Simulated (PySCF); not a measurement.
Compound: CH2BrCl.
Structure used (PBE0-D3(BJ)/def2-SVP), in Å, numbered top down from 1:
```xyz
5
CH2BrCl angstrom
Cl    -1.5941    0.9285    0.0630
C     -0.2853   -0.2500    0.0640
Br     1.4717    0.5429   -0.0395
H     -0.3271   -0.8248    0.9951
H     -0.3974   -0.9046   -0.8067
```

Theory: PBE0-D3(BJ)/def2-SVP geometry optimisation, gas phase in PySCF.

Masses are those of the commonest isotopes; rigid-rotor values at the optimised geometry. 

(1) What are A, B and C (GHz)?

(2) Classify the top.

(3) What does the inertial defect say?

(4) Predict some low-J microwave lines.

(5) Estimate the classical rotational partition function at 25 K, 100 K and 500 K.

## Answers

(1) Ia = 16.90, Ib = 239.74, Ic = 253.36 u·Å²; 505379 MHz·u·Å²/I gives 29910, 2108 and 1995 MHz, that is A = 29.910, B = 2.1080, C = 1.9947 GHz.

(2) A near-prolate asymmetric top. Ray's parameter κ = (2B − A − C)/(A − C) = -0.992; −1 is the prolate and +1 the oblate limit.

(3) Not planar: Δ = Ic − Ia − Ib = -3.28 u·Å². For a rigid frame Δ = −2 Σ m c², so Σ m c² = 1.64 u·Å² lies off the ab plane, practically all of it from hydrogen. The atom farthest from that plane is 0.90 Å away.

(4) The dipole components are |μa| = 0.13 D, |μb| = 1.59 D, |μc| = 0.00 D; the mirror of this Cs structure is the ab plane, so μc vanishes by symmetry and there are no c-type lines. Intensities carry the squares of the components, which stand as 0.01 : 1.00 (a : b). Some lines, for components of 0.1 D or more:

| type | branch | J(Ka,Kc) | MHz | lower level (cm⁻¹) |
| --- | --- | --- | --- | --- |
| a | Q | 2(1,1) ← 2(1,2) | 340 | 1.334 |
| a | R | 1(0,1) ← 0(0,0) | 4103 | 0.000 |
| a | R | 2(1,2) ← 1(1,1) | 8092 | 1.064 |
| a | R | 2(0,2) ← 1(0,1) | 8205 | 0.137 |
| a | R | 2(1,1) ← 1(1,0) | 8319 | 1.068 |
| a | R | 3(1,3) ← 2(1,2) | 12138 | 1.334 |
| a | R | 3(0,3) ← 2(0,2) | 12307 | 0.411 |
| a | R | 3(2,2) ← 2(2,1) | 12308 | 4.128 |
| a | R | 3(2,1) ← 2(2,0) | 12310 | 4.128 |
| a | R | 3(1,2) ← 2(1,1) | 12478 | 1.345 |
| b | Q | 1(1,0) ← 1(0,1) | 27915 | 0.137 |
| b | Q | 2(1,1) ← 2(0,2) | 28029 | 0.411 |
| b | Q | 3(1,2) ← 3(0,3) | 28200 | 0.821 |
| b | R | 1(1,1) ← 0(0,0) | 31904 | 0.000 |
| b | R | 2(1,2) ← 1(0,1) | 35894 | 0.137 |
| b | R | 3(1,3) ← 2(0,2) | 39827 | 0.411 |
| b | Q | 3(2,1) ← 3(1,2) | 83237 | 1.762 |
| b | Q | 2(2,0) ← 2(1,1) | 83406 | 1.345 |
| b | Q | 2(2,1) ← 2(1,2) | 83745 | 1.334 |
| b | Q | 3(2,2) ← 3(1,3) | 83915 | 1.739 |
| b | R | 2(2,1) ← 1(1,0) | 91724 | 1.068 |
| b | R | 2(2,0) ← 1(1,1) | 91838 | 1.064 |
| b | R | 3(2,2) ← 2(1,1) | 95713 | 1.345 |
| b | R | 3(2,1) ← 2(1,2) | 96055 | 1.334 |
| b | Q | 3(3,0) ← 3(2,1) | 139290 | 4.538 |
| b | Q | 3(3,1) ← 3(2,2) | 139292 | 4.538 |
| b | R | 3(3,1) ← 2(2,0) | 151600 | 4.128 |
| b | R | 3(3,0) ← 2(2,1) | 151600 | 4.128 |

(5) Point group Cs, symmetry number σ = 1; q = (√π/σ)·√((kT/h)³/(ABC)), k/h = 20836.6 MHz/K: 1880 at 25 K, 15000 at 100 K, 168000 at 500 K.

Stationary, but not proved a minimum. Zero-point vibration and centrifugal distortion are left out. Quadrupole hyperfine structure (35Cl, 79Br) is left out.
